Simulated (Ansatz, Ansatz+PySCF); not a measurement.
```xyz
4

N     0.1311    0.3511   -0.2789
F    -0.9673    0.5782    0.4760
F     1.0414   -0.0412    0.6406
F    -0.1761   -0.8101   -0.8997
```

Basis set: def2-SVP (spherical functions). Left uncorrelated: 4 orbitals. Charge 0, multiplicity 3.

Computed with Ansatz (development build ahead of 0.2.0); each method stands on the lowest determinant of its kind that the runs found.

(1) Give the atomization energy at this shape (free ground-state atoms in the same class of orbitals less the molecule, no zero-point energy) of triplet NF₃ by UHF-MP2, UHF.

Answers

(1)

```tsv
method	atomization energy
UHF-MP2	0.35 eV
UHF	-5.55 eV
```

Caution: another spin multiplicity may lie lower; the determinant breaks the point group. Caution for UHF-MP2: MP2 forces lie far from those of the mean fields. Caution for UHF: the molecule lies well above its atoms at this level.
